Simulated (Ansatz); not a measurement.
`C=C[NH][Zn][CH3]` and `C=CNC` differ in one atom or group.

Ansatz, PBE0-D4/def2-TZVP geometries, multiplicity 1. Each molecule was computed in one conformer, which needn't be the lowest.

Scalar relativity is left out up to krypton.

```json
{"property": "size of the dipole moment (B3LYP/def2-TZVPP) / D", "`C=C[NH][Zn][CH3]`": "2.05"}
{"property": "size of the dipole moment (ωB97M-V/def2-TZVPP) / D", "`C=C[NH][Zn][CH3]`": "2.02"}
{"property": "HOMO–LUMO gap (PBE0/def2-TZVPP) / eV", "`C=C[NH][Zn][CH3]`": "5.30"}
{"property": "HOMO energy (B3LYP/def2-TZVPP) / eV", "`C=C[NH][Zn][CH3]`": "-5.26"}
{"property": "HOMO–LUMO gap (ωB97M-V/def2-TZVPP) / eV", "`C=C[NH][Zn][CH3]`": "8.74"}
{"property": "LUMO energy (PBE/def2-TZVPP) / eV", "`C=C[NH][Zn][CH3]`": "-0.90"}
```

Problem. Give the same properties after the change, and the shifts. (Best estimate.)

Solution. Ansatz gave: 
```json
{"property": "size of the dipole moment (B3LYP/def2-TZVPP) / D", "`C=CNC`": "1.58", "shift": "-0.47"}
{"property": "size of the dipole moment (ωB97M-V/def2-TZVPP) / D", "`C=CNC`": "1.55", "shift": "-0.47"}
{"property": "HOMO–LUMO gap (PBE0/def2-TZVPP) / eV", "`C=CNC`": "6.71", "shift": "1.41"}
{"property": "HOMO energy (B3LYP/def2-TZVPP) / eV", "`C=CNC`": "-5.56", "shift": "-0.30"}
{"property": "HOMO–LUMO gap (ωB97M-V/def2-TZVPP) / eV", "`C=CNC`": "10.73", "shift": "1.99"}
{"property": "LUMO energy (PBE/def2-TZVPP) / eV", "`C=CNC`": "-0.02", "shift": "0.88"}
```

With PBE0 the HOMO falls by 0.31 eV and the LUMO rises by 1.10 eV, so the gap widens by about 1.41 eV. PBE moves the HOMO by -0.23 eV and ωB97M-V by -0.31 eV. Dipoles are sizes alone; their direction can turn.

B3LYP here is the variant with VWN-RPA as its local correlation; programs differ in this.
